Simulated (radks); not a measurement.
Question: The bismuth ion Bi4+, [Xe] 4f14 5d10 6s1. Method: non-relativistic Kohn-Sham, exchange-only LDA, spin-polarised, spherical densities, point nucleus; computed with a radial shooting solver on a logarithmic mesh with Libxc functionals. Every spin shell is full or empty, so the densities are truly spherical. Functionals are evaluated on that one density, not self-consistently. Rank these exchange functionals by their error against the exact value of the orbitals, and give that value: LDA, PBE, revPBE, PW86, WC, AM05, G96, revTPSS, Tao-Mo, MVS.

Answer: Exact: -364.938 hartree. From best to worst, with 100 (|E| - |E exact|)/|E exact| (equal figures are ties): MVS +0.06, revPBE -0.28, PBE -0.36, PW86 -0.43, G96 +0.45, WC -0.64, Tao-Mo -0.85, revTPSS -0.92, AM05 -3.57, LDA -3.76.
